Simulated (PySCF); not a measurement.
## A search over the determinants of WCl

Unrestricted PBE0; basis W def2-TZVPPD with ECP60, Cl def2-TZVPPD; scalar-relativistic core potentials; PySCF 2.14. Outer shells of the fragments: W 5d4 6s2; Cl 3s2 3p5.

Followed along the bond (rough minima from three points):

```csv
2Ms+1,unpaired,⟨S²⟩ at the start,R at minimum (Å),Te (eV)
6,"σ ↑, π ↑↑, δ ↑↑",8.76,2.28,0.00
4,"π ↑, δ ↑↑",3.90,2.20,1.10
6,"σ ↑↑, π ↑, δ ↑↑",8.77,2.33,1.10
4,"π ↑↑, δ ↑",3.76,2.24,1.27
4,"σ ↑, π ↑↓, δ ↑↑",4.75,2.27,1.33
2,"π ↑↓, δ ↑",2.57,2.25,1.44
```

Solutions found at the starting distance of 2.255 Å, counted from the lowest of them; the search is not exhaustive and high or unbound solutions are not listed, so other states can lie among these:

| 2Ms+1 | unpaired | term | E (eV) | ⟨S²⟩ | ⟨Lz²⟩ | μ (D) |
| --- | --- | --- | --- | --- | --- | --- |
| 6 | σ ↑, π ↑↑, δ ↑↑ | ⁶Σ⁺ | 0.00 | 8.76 | 0.00 | -3.21 |
| 4 | π ↑, δ ↑↑ | mixed | 1.12 | 3.90 | 1.26 | -1.75 |
| 6 | σ ↑↑, π ↑, δ ↑↑ | ⁶Π | 1.14 | 8.77 | 1.00 | -0.65 |
| 4 | π ↑↑, δ ↑ | ⁴Δ | 1.27 | 3.76 | 4.00 | -2.63 |
| 4 | σ ↑, π ↑↓, δ ↑↑ | mixed | 1.33 | 4.75 | 2.05 | -3.20 |
| 2 | π ↑↓, δ ↑ | mixed | 1.43 | 2.57 | 6.48 | -2.72 |
| 4 | σ ↓, π ↑↑, δ ↑↑ | mixed | 1.78 | 4.76 | 0.00 | -3.09 |
| 2 | π ↓, δ ↑↑ | mixed | 1.85 | 2.09 | 1.02 | -1.01 |
| 6 | σ ↑↑, π ↑↑, δ ↑ | ⁶Δ | 1.92 | 8.75 | 4.00 | -1.04 |
| 2 | π ↑↓, δ ↑ | mixed | 1.96 | 1.79 | 6.14 | -2.32 |

A term symbol is given only where ⟨S²⟩ and ⟨Lz²⟩ are close to those of a pure state; real π, δ and φ orbitals otherwise mix terms. A positive dipole means W(−)Cl(+).

Spin–orbit coupling is left out. The state is the lowest single determinant that the PBE0 search found; with open d or f shells the true ground state can be another one.
